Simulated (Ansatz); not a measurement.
`C[O][GeH2][Cl]` + H₂ → `[Cl][GeH3]` + CH₃OH at 400 K and 1 bar (hydrogenolysis of a Ge–O bond).

Program: Ansatz. Geometries: PBE0-D4/def2-TZVP. ΔE: electronic, gas phase. CCSD(T)/CBS adds triple-zeta CCSD(T) − MP2 to the extrapolated MP2 energy (def2 sets, frozen cores). This one scheme is used for every species. For Ge outer-core shells are correlated without core-valence functions, which leaves a few kJ/mol of doubt a bond. Scalar relativity is left out up to krypton. One conformer a species, not always the lowest.

| species | CCSD(T)/CBS energy (Eh) | H − E (kJ/mol) | S (J/(mol·K)) |
| --- | --- | --- | --- |
| `C[O][GeH2][Cl]` | -2652.16457 | 184.8 | 382.8 |
| H₂ | -1.17544 | 38.0 | 139.0 |
| `[Cl][GeH3]` | -2537.71925 | 82.5 | 281.4 |
| CH₃OH | -115.61712 | 151.2 | 252.6 |

H − E and S are ideal-gas, rigid-rotor, harmonic terms from PBE0-D4/def2-TZVP, for one conformer and one mirror image of each species. The MP2-based limit puts H₂ 0.8 mEh under its directly extrapolated value; such offsets cancel only in part. 1 Eh = 2625.50 kJ/mol, R = 8.31446 J/(mol·K).

Q: By hand: ΔE, ΔH, ΔS and ΔG.

A: ΔE = (-2537.71925) + (-115.61712) − (-2652.16457) − (-1.17544) = 0.00364 Eh = 9.6 kJ/mol. Δ(H − E) = 82.5 + 151.2 − 184.8 − 38.0 = 10.9, so ΔH = 20.5 kJ/mol. ΔS = 281.4 + 252.6 − 382.8 − 139.0 = 12.2 J/(mol·K). ΔG = 20.5 − 400 × (12.2)/1000 = 15.6 kJ/mol.

Q: By hand: the equilibrium constant, and the temperature at which ΔG would vanish if ΔH and ΔS stayed fixed.

A: log₁₀ K = −ΔG/(RT ln 10) = -2.0. ΔG = 0 at ΔH/ΔS = 1680 K, though so small a ΔS makes that figure unsure.

The number of gas molecules stays the same, so ΔS is small and ΔH decides. A doubt of 5 kJ/mol in ΔE shifts log₁₀ K by 0.7 here. Other conformers and mirror images would add mixing entropy, several J/(mol·K) or more a flexible species. Modes under 60 cm⁻¹, often nearly free rotors, make the harmonic entropy too high. These are equilibria of isolated gas molecules and say nothing of rates. Largest T1 diagnostic: 0.011 (customary marks: 0.02 for closed shells, 0.045 for open ones).
